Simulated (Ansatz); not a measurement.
The same redistribution along the group Sc, Y.

Calculated with Ansatz (gas phase, PBE0-D4/def2-TZVP geometries, no zero-point term in ΔE). CBS: MP2 limit from def2 TZ/QZ plus the TZ coupled-cluster correction, frozen cores. DFT in def2-TZVPP. def2 core potentials past Kr. For Ge, Sc, Y outer-core shells are correlated without core-valence functions, which leaves a few kJ/mol of doubt a bond. Scalar relativity is left out up to krypton. Each species was taken in one conformer, which may not be the lowest.

```json
{"reaction": "`[CH3][Sc]([NH2])[NH2]` + `C[SiH2][GeH2][OH]` → `[NH2][Sc]([NH2])[OH]` + `C[SiH2][GeH2][CH3]`", "CCSD(T)/CBS(def2) (kJ/mol)": "?"}
{"reaction": "`[CH3][Y]([NH2])[NH2]` + `C[SiH2][GeH2][OH]` → `[NH2][Y]([NH2])[OH]` + `C[SiH2][GeH2][CH3]`", "CCSD(T)/CBS(def2) (kJ/mol)": "-170"}
```

(1) Fill in the missing values. (Best estimate.)

Largest T1 diagnostic: 0.015, for `[NH2][Sc]([NH2])[OH]`.

Answers

(1) Ansatz gave: `[CH3][Sc]([NH2])[NH2]` + `C[SiH2][GeH2][OH]` → `[NH2][Sc]([NH2])[OH]` + `C[SiH2][GeH2][CH3]`: -166.9 kJ/mol.
